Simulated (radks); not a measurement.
Dipole-allowed excitations along the series with 12 electrons in [Ne] 3s2. Calculated with a radial shooting solver on a logarithmic mesh with Libxc functionals: scalar-relativistic Kohn-Sham, PBE, spin-unpolarised, spherical densities, finite nucleus; Fermi nuclear charge, rms radius of each element as measured or else 0.836 A^(1/3) + 0.57 fm. Time-dependent linear response with the Hartree and adiabatic LDA kernel, continuum included through the Sternheimer equations, no spin-orbit coupling, so fine structure and intercombination lines are absent. Lines are the poles of the dipole polarisability below minus the highest occupied eigenvalue, found on a grid refined at the orbital gaps; the lowest seven at most are given, and weak or close lines can be missed. The first line takes the name of the lowest orbital gap if no other gap lies below it; otherwise a line is named after a gap within 0.6 % of it, if that gap stands alone.

| species | -e(HOMO) (eV) | lowest orbital gap (eV) | first line (eV) | f | static alpha (bohr^3) |
|---|---|---|---|---|---|
| Co15+ | 496.33 | 3s-3p 38.091 | 47.338 (3s-3p) | 0.746 | 0.2583 |
| Ni16+ | 554.25 | 3s-3p 40.693 | 50.447 (3s-3p) | 0.721 | 0.2196 |
| Cu17+ | 615.33 | 3s-3p 43.367 | 53.627 (3s-3p) | 0.699 | 0.1881 |
| Zn18+ | 679.59 | 3s-3p 46.119 | 56.890 (3s-3p) | 0.678 | 0.1622 |
| Ga19+ | 747.03 | 3s-3p 48.956 | 60.238 (3s-3p) | 0.660 | 0.1407 |
| Ge20+ | 817.67 | 3s-3p 51.886 | 63.682 (3s-3p) | 0.643 | 0.1226 |
